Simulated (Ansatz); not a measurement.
Harmonic frequencies (cm⁻¹) at PBE0-D4/def2-TZVP from Ansatz: 58, 91, 130, 223, 393, 398, 471, 576, 633, 658, 698, 721, 726, 796, 1040, 1121, 1140, 1479, 1947, 1952, 1963, 2139, 3066, 3149.

**Question.** Which molecule is it?
A. `O=[CH][SnH2][GeH3]`
B. `[SnH3][GeH]1[CH2][O]1`
C. `[NH2][InH][CH2][SeH]`
D. `[CH3][GeH]1[CH2][NH]1`

**Answer.** B.
